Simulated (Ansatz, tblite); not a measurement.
Removing and adding an electron: Ca6O5 (the lowest singlet isomer of a short search). Charge 0, multiplicity 1. Geometry: PBE-D4/def2-SVP. Ansatz, gas phase; energy differences of separate SCF runs; the oxidised species was run as a doublet alone; the reduced species was run as a doublet alone.

```xyz
11

Ca    0.3616   -0.7960   -1.3397
Ca   -0.4342    0.5403    1.4574
Ca   -0.7327   -2.4639    2.4188
Ca    0.6955    2.2051   -2.3518
Ca    1.5224    0.3876   -5.1578
Ca   -1.4584   -0.6454    5.2828
O    -0.9556   -0.5143    3.3047
O    -0.2193   -1.4928    0.6336
O     0.8852    1.2491   -0.3088
O     0.9224    0.2648   -3.1987
O    -0.5870    1.2656   -0.7405
```

The xTB rows come from tblite. The structure holds one bond between oxygen atoms, so isomers without such links may lie far lower. HOMO above LUMO, or a gap near zero within one spin, warns that the state may not be the lowest or that an electron is smeared out. The structure comes from a short search, and lower isomers may exist.

(1) Estimate orbital energies and vertical ionisation energies and electron affinities at: GFN1-xTB; GFN2-xTB; PBE-D4/def2-SVP; PBE0-D4/def2-SVP.

Answers

(1) 
| level | −HOMO (eV) | vertical IE (eV) | −LUMO (eV) | vertical EA (eV) | HOMO–LUMO gap (eV) | IE − EA (eV) | remarks |
| --- | --- | --- | --- | --- | --- | --- | --- |
| GFN1-xTB | 5.89 | 7.29 | 4.95 | 3.53 | 0.94 | 3.76 | – |
| GFN2-xTB | 7.50 | 9.69 | 6.77 | – | 0.73 | – | – |
| PBE-D4/def2-SVP | 2.86 | 4.10 | 2.00 | 0.94 | 0.86 | 3.16 | HOMO above zero (-1 doublet), gap within one spin near zero (+1 doublet), gap within one spin near zero (-1 doublet), restricted SCF unstable in HF (singlet) |
| PBE0-D4/def2-SVP | 3.30 | 4.18 | 1.59 | 0.86 | 1.71 | 3.32 | restricted SCF unstable in HF (singlet) |

   A HOMO above zero means that the electron is unbound at that level or that self-interaction error raises the level; the energy of removing that electron tells which. Raw xTB energy differences between charge states are shifted by several eV; the methods need an empirical correction for them. Sets without diffuse functions give affinities that are too small.
